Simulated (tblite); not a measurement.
C₄H₇FO₂.
Z-matrix (Å and degrees, GFN2-xTB geometry), rows numbered from 1:
```
C 
C   1  1.3200
O   2  1.3717  1  121.87
C   3  1.3891  2  115.84  1  -172.47
O   4  1.4121  3  112.64  2    68.29
C   5  1.3733  4  114.54  3    67.97
F   6  1.3749  5  110.71  4    73.19
H   1  1.0747  2  121.29  3     0.59
H   1  1.0728  2  120.72  3  -178.76
H   2  1.0839  1  122.89  3   179.99
H   4  1.0968  3  106.24  2  -170.04
H   4  1.0981  3  112.10  2   -49.54
H   6  1.1003  5  112.97  4   -45.84
H   6  1.0944  5  107.70  4  -169.89
```

Computed values, GFN2-xTB/tblite, gas phase, harmonic and unscaled. Against measured fundamentals such values can be off by several per cent, at times by over 20. One conformer, not necessarily the lowest.

Harmonic wavenumbers (cm⁻¹): 50.8, 74.6, 84.9, 151.0, 242.7, 333.3, 458.8, 542.2, 605.6, 677.4, 835.0, 887.2, 931.7, 971.7, 997.1, 1021.3, 1060.9, 1087.1, 1130.2, 1172.6, 1231.3, 1269.9, 1299.0, 1320.4, 1327.8, 1373.0, 1417.9, 1442.7, 1707.6, 2892.2, 2915.9, 2938.3, 2966.6, 3034.9, 3134.2, 3173.2.

A = 7023, B = 1259, C = 1212 MHz; mass 106.043 u (most abundant isotopes); point group C1, symmetry number 1.

Q: Zero-point energy?

A: ½Σν̃ = 23380 cm⁻¹ = 279.69 kJ/mol.

Q: What is S at 200 K and 1 bar for an ideal gas of classical rigid rotors and harmonic oscillators?

A: Translation 158.72, rotation 111.32, vibration 62.13: S = 332.2 J/(mol K).

Q: And Cp and H(200 K) − H(0)?

A: Cp = 90.77 J/(mol K), of which vibrations give 57.52 (their classical limit is 36 R = 299.3); H(200 K) − H(0) = 13.04 kJ/mol without the zero-point energy, 6.39 from vibrations.

Q: Which modes carry the vibrational entropy at 200 K?

A: 50.8 cm⁻¹: 16.73; 74.6 cm⁻¹: 13.59; 84.9 cm⁻¹: 12.54; 151.0 cm⁻¹: 8.02; 242.7 cm⁻¹: 4.66; 333.3 cm⁻¹: 2.79 J/(mol K); the other 30 give 3.80 together.

Q: How do the functions run with temperature in this model?

A: 
```json
{"T (K)": "100", "S (J/(mol K))": "278.4", "Cp (J/(mol K))": "67.6", "H − H(0) (kJ/mol)": "5.15", "G − H(0) (kJ/mol)": "-22.69", "ln q(vib)": "1.59"}
{"T (K)": "300", "S (J/(mol K))": "374.3", "Cp (J/(mol K))": "119.6", "H − H(0) (kJ/mol)": "23.51", "G − H(0) (kJ/mol)": "-88.76", "ln q(vib)": "5.49"}
{"T (K)": "500", "S (J/(mol K))": "449.2", "Cp (J/(mol K))": "176.1", "H − H(0) (kJ/mol)": "53.32", "G − H(0) (kJ/mol)": "-171.26", "ln q(vib)": "9.05"}
{"T (K)": "800", "S (J/(mol K))": "544.9", "Cp (J/(mol K))": "230.4", "H − H(0) (kJ/mol)": "115.08", "G − H(0) (kJ/mol)": "-320.85", "ln q(vib)": "14.21"}
{"T (K)": "1000", "S (J/(mol K))": "598.9", "Cp (J/(mol K))": "253.4", "H − H(0) (kJ/mol)": "163.59", "G − H(0) (kJ/mol)": "-435.35", "ln q(vib)": "17.44"}
```

q(vib) and H(0) count from the zero-point level.

Q: What must be added to the electronic energy to get the Gibbs energy at 200 K and 1 bar?

A: ZPE + [H(200 K) − H(0)] − T·S = 279.69 + 13.04 − 66.44 = 226.29 kJ/mol.

Hindered rotation and anharmonicity are outside this model. Other conformers, if any are populated, would add a mixing term that is left out. The structure is chiral; the term R ln 2 for an equal mix with its mirror image is left out.
